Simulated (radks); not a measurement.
Sb2+, 49 electrons, occupied as [Kr] 4d10 5s2 5p1. Calculated with a radial shooting solver on a logarithmic mesh with Libxc functionals: scalar-relativistic Kohn-Sham, BP86, spin-unpolarised, spherical densities, point nucleus.

Normalised radial functions P(r) = r R(r), r in bohr:

r,3p,4s,5p
0.001148,0.0031,0.0656,0.0004
0.001555,0.0053,0.0851,0.0007
0.002125,0.0092,0.1102,0.0013
0.00288,0.0158,0.1401,0.0022
0.003903,0.0270,0.1752,0.0038
0.005289,0.0459,0.2144,0.0064
0.007226,0.0784,0.2551,0.0110
0.009793,0.1306,0.2880,0.0183
0.01327,0.2131,0.3019,0.0298
0.01799,0.3375,0.2792,0.0471
0.02457,0.5175,0.1960,0.0721
0.0333,0.7374,0.0412,0.1023
0.04514,0.9599,-0.1764,0.1320
0.06117,1.0875,-0.3960,0.1467
0.08357,0.9573,-0.4936,0.1224
0.1133,0.4279,-0.3200,0.0399
0.1535,-0.4777,0.1400,-0.0907
0.208,-1.4322,0.6332,-0.2028
0.2842,-1.9152,0.6873,-0.1872
0.3852,-1.6282,0.0496,0.0059
0.522,-0.9075,-0.8707,0.2590
0.7075,-0.3133,-1.3229,0.3347
0.9665,-0.0570,-1.0272,0.0882
1.31,-0.0051,-0.4752,-0.3315
1.775,-0.0002,-0.1286,-0.6583
2.406,0.0000,-0.0184,-0.7079
3.287,0.0000,-0.0011,-0.4871
4.455,0.0000,0.0000,-0.2102
6.037,0.0000,0.0000,-0.0524
8.182,0.0000,0.0000,-0.0065
11.18,0.0000,0.0000,-0.0003
15.15,0.0000,0.0000,0.0000

3p: eigenvalue -769.23 eV, 1 radial node at r = 0.132 bohr, <r> = 0.329 bohr, 90 % of the charge inside 0.494 bohr. 4s: eigenvalue -167.39 eV, 3 radial nodes at r = 0.0355, 0.142, 0.392 bohr, <r> = 0.790 bohr, 90 % of the charge inside 1.14 bohr. 5p: eigenvalue -20.269 eV, 3 radial nodes at r = 0.125, 0.382, 1.03 bohr, <r> = 2.48 bohr, 90 % of the charge inside 3.63 bohr.
